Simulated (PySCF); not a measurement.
Correlation energy of Tl (thallium, neutral)

[Xe] 4f14 5d10 6s2 6p1, 2P determinant. Computed with PySCF 2.14 in def2-TZVPPD with the def2 core potential (60 electrons) (7s5p4d2f, 56 functions), with a scalar-relativistic core potential. Frozen: nothing; 21 electrons correlated.

```tsv
level	correlation energy (mhartree)
CCSD	-392.09
(T)	-9.59
CCSD(T)	-401.68
```

Diagnostics: T1 = 0.012, D1 = 0.0499, largest double amplitude 0.040.

**Question.** Is a single reference adequate?

**Answer.** Yes, within this model without spin-orbit coupling: T1 lies below 0.03 and no double amplitude reaches 0.07.

The basis has no tight functions for the innermost shells, so their pair energies are far from complete.

This basis was not built for core-valence correlation, so the inner-shell part is incomplete.
